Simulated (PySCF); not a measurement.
Unknowns

All values are calculated (PySCF 2.14): NMR shieldings at PBE0/pcSseg-1/GIAO, structure optimised with GFN2-xTB. Fast rotation and ring inversion assumed for equivalent nuclei, non-relativistic Hamiltonian, no solvent model, one computed conformer.

δ = σ(ref) − σ, references computed at the same level: TMS for 1H and 13C. Where no couplings were computed, multiplicities follow the n + 1 count of equivalent neighbours, and m marks all less simple cases (inequivalent or close neighbours, rings, F or P nearby). Acid and N–H amide carbonyl carbons lie up to 10 ppm further downfield in solution (hydrogen bonding). Shifts are as computed. Against solution values, carbons near 30 ppm lie about +3 ppm off and those near 130 ppm about +5 ppm. Of 1211 compounds with measured shifts, 218 miss one by over three times the rms of a fit or turn the order of signals round; such compounds aren't used in these exercises. OH and NH positions are gas-phase values without hydrogen bonding to other molecules.

(1) C5H11NO. 1H NMR (500 MHz, computed): δ 8.23 (d, 1H), 4.49 (br, 1H), 1.45 (s, 9H). 13C{1H} NMR (computed): δ 161.4, 52.0, 29.4. What is it?

(2) C5H7N3O. 1H NMR (300 MHz, computed): δ 8.11 (s, 1H), 4.26 (s, 3H), 2.86 (s, 3H). 13C{1H} NMR (computed): δ 197.8 (C), 154.8 (C), 132.5 (CH), 36.3 (CH3), 30.8 (CH3). Give a structure.

Results:

(1) `N(C(C)(C)C)C=O`. Rings plus π bonds: 1 (no ring in the answer). 3 carbon signals for 5 carbons: some carbons are equivalent by symmetry or fast rotation. Carbon types of the structure: 1 × C, 1 × CH, 3 × CH3, leaving 1 H on heteroatoms. δC 161.4: amide carbonyl carbon; it is a carbonyl in resonance with an O or N lone pair, the region of acids, esters and amides. δC 52.0: fully substituted sp3 carbon bonded to N; pulled downfield by the heteroatom. δC 29.4: methyl carbon; saturated and bonded to C and H only. δH 4.49: hydrogen on an amide-type nitrogen; exchangeable, gas-phase position.

The shifts were computed for this structure.

(2) SMILES CC(=O)c1cn(C)nn1. Rings plus π bonds: 4 (1 ring in the answer). 5 carbon signals for 5 carbons: no two carbons are equivalent. Carbon types of the structure: 2 × C, 1 × CH, 2 × CH3, which accounts for all hydrogens. δC 197.8: ketone carbonyl carbon; the double bond to the heteroatom, with no lone-pair donor beside it, deshields it most. δC 154.8: substituted aromatic carbon next to a ring nitrogen. δC 132.5: aromatic CH next to a ring nitrogen. δC 30.8: methyl carbon α to a carbonyl; the adjacent C=O deshields it moderately.

This is the structure that produced the data.
